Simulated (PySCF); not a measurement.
What does the PBE0-D3(BJ)/def2-SVP structure of `C#CBN` look like in three dimensions?

```
atom  x, y, z in Å
C1     2.1197   -0.3391    0.5190
C2     0.9997    0.0672    0.2664
B3    -0.4028    0.6068   -0.0471
N4    -1.4427   -0.2591   -0.3683
H5     3.1111   -0.6910    0.7432
H6    -0.6210    1.7960   -0.0181
H7    -1.3321   -1.2642   -0.4118
H8    -2.3766    0.0649   -0.5798
```

Orientation and origin are arbitrary. Atoms count from 1 in this order. B3 (three-coordinate boron) is planar (angles 120.8°, 120.4° and 118.9°, sum 360.0°, 0.00 Å off the plane of its three neighbours). The 4 heavy atoms lie in one plane (0.000 Å rms). N4 (boron-bound nitrogen) is planar (angles 123.1°, 122.7° and 114.2°, sum 360.0°, 0.00 Å off the plane of its three neighbours).

Bonds between heavy atoms (Å): C1≡C2 1.218, C2–B3 1.535, B3–N4 1.391.

Theory: PySCF 2.14.0, PBE0-D3(BJ)/def2-SVP geometry optimisation, gas phase.

Point group: Cs (tolerance 0.08 Å). No frequency check.

On one thread of an Intel Xeon Platinum 8259CL at 2.50 GHz, no GPU, on a shared host, this took 25 s of wall time and 0.32 GiB of memory at its peak. This is the geometry optimisation.
